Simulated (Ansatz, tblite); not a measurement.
Forces on Hg3H12Se3 at its PBE-D4/def2-SVP geometry. Total charge 0; singlet.

In the def2 sets Hg takes a core potential; there is no spin–orbit coupling. The xTB rows come from tblite. In the singlet geometry the species has come apart into loosely held pieces.

GFN1-xTB (tblite), largest force 1.24 eV/Å:

```xyz
18
positions Å, forces eV/Å
Hg    0.178   -0.180   -3.966   -0.040    0.038    0.873
Hg    0.886   -3.202    2.175   -0.199    0.704   -0.479
Hg   -1.060    3.386    1.789    0.232   -0.746   -0.393
Se   -0.529    1.918   -1.302   -0.271    0.998   -0.676
Se   -0.118    0.106    2.376   -0.027    0.063    1.232
Se    0.623   -2.032   -1.074    0.339   -1.050   -0.553
H     1.781    0.285   -3.953   -0.348   -0.109   -0.158
H    -1.421   -0.650   -4.071    0.361    0.097   -0.130
H     2.492   -2.752    2.242   -0.320   -0.225    0.070
H    -0.699   -3.726    2.158    0.386   -0.007    0.088
H     0.530    3.891    1.861   -0.393    0.021    0.054
H    -2.674    2.959    1.758    0.317    0.225    0.076
H     0.260    3.055   -1.836   -0.419   -0.671    0.325
H    -1.773    2.457   -1.904    0.694   -0.344    0.362
H     0.872    0.458    3.423   -0.541   -0.195   -0.633
H    -1.161   -0.142    3.402    0.572    0.132   -0.622
H     1.920   -2.607   -1.507   -0.726    0.366    0.265
H    -0.108   -3.223   -1.572    0.384    0.704    0.299
```

GFN2-xTB (tblite), largest force 0.91 eV/Å:

```
Hg -0.010 0.011 0.234
Hg -0.053 0.189 -0.128
Hg 0.062 -0.200 -0.105
Se -0.200 0.735 -0.499
Se -0.025 0.045 0.909
Se 0.246 -0.775 -0.408
H 0.323 0.092 -0.029
H -0.319 -0.096 -0.050
H 0.329 0.065 0.031
H -0.311 -0.129 0.013
H 0.311 0.128 0.029
H -0.331 -0.060 0.007
H -0.347 -0.476 0.220
H 0.536 -0.217 0.249
H -0.430 -0.151 -0.432
H 0.454 0.109 -0.424
H -0.557 0.231 0.178
H 0.324 0.499 0.206
```

PBE-D4/def2-TZVP (Ansatz), largest force 0.12 eV/Å:

```
Hg 0.001 0.000 -0.011
Hg 0.003 -0.008 0.006
Hg -0.003 0.009 0.005
Se -0.025 0.094 -0.064
Se -0.003 0.006 0.116
Se 0.032 -0.099 -0.052
H -0.106 -0.031 -0.001
H 0.105 0.031 0.007
H -0.106 -0.030 -0.004
H 0.105 0.035 0.001
H -0.105 -0.033 -0.005
H 0.107 0.028 0.002
H -0.049 -0.055 0.023
H 0.069 -0.020 0.028
H -0.058 -0.020 -0.047
H 0.060 0.015 -0.046
H -0.072 0.022 0.019
H 0.046 0.058 0.023
```
